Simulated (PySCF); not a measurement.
H₄SSiSn, SMILES [SiH3][Sn][SH] (connectivity only; charge and spin as stated), neutral, multiplicity 1.

Geometry: B3LYP-D3(BJ)/def2-SVP. The def2 effective core potentials stand for the cores of Sn; spin–orbit coupling is left out. The values are those of a single conformer.

Method: PySCF with C-PCM-PBE0/def2-SVP.

The values are the electrostatic part of the solvation free energy, E(continuum) − E(gas) at the gas-phase geometry, in a cavity of scaled van der Waals radii (PySCF's table); cavitation and dispersion terms are not included. A continuum can't describe solvent molecules that bind to the metal. In vacuum the orbital gap is 3.59 eV. The dipole moment in vacuum is 2.16 D.

Computed values in water (ε = 78.36), 1-octanol (ε = 9.86), cyclohexanone (ε = 15.62):
```csv
solvent,ε,ΔG(elec) (kcal/mol),dipole (D),gap (eV)
water,78.36,-3.5,3.26,3.74
1-octanol,9.86,-3.1,3.12,3.73
cyclohexanone,15.62,-3.3,3.17,3.73
```
